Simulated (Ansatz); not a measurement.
Compare A (`C=C(F)[SiH2][AlH2]`) with its isomer B (`F/[C]([AlH2])=C\[SiH3]`).

Gas-phase electronic energies from Ansatz, PBE0-D4/def2-TZVP geometries. CCSD(T)/CBS is the MP2 limit (def2-TZVPP, def2-QZVPP) plus CCSD(T) − MP2 in def2-TZVPP, frozen cores. DFT in def2-TZVPP. B3LYP here is the variant with VWN-RPA as its local correlation; programs differ in this. Each species was taken in one conformer, which may not be the lowest.

(1) Which is lower in electronic energy at CCSD(T)/CBS, and by how much? (Estimate.)

(2) Give E(B) − E(A) in kcal/mol with CCSD(T)/def2-TZVPP, HF/def2-TZVPP, PBE-D4, MP2/def2-TZVPP, B3LYP-D4, B3LYP, PBE0-D4. (Estimate.)

Largest T1 diagnostic: 0.013.

Answers

(1) The calculation gave: B, by 3.5 kcal/mol.

(2) The calculation gave: CCSD(T)/def2-TZVPP -3.8, HF/def2-TZVPP -5.1, PBE-D4 -0.9, MP2/def2-TZVPP -5.7, B3LYP-D4 -4.0, B3LYP -4.0, PBE0-D4 -1.2. None reverses the order clearly.
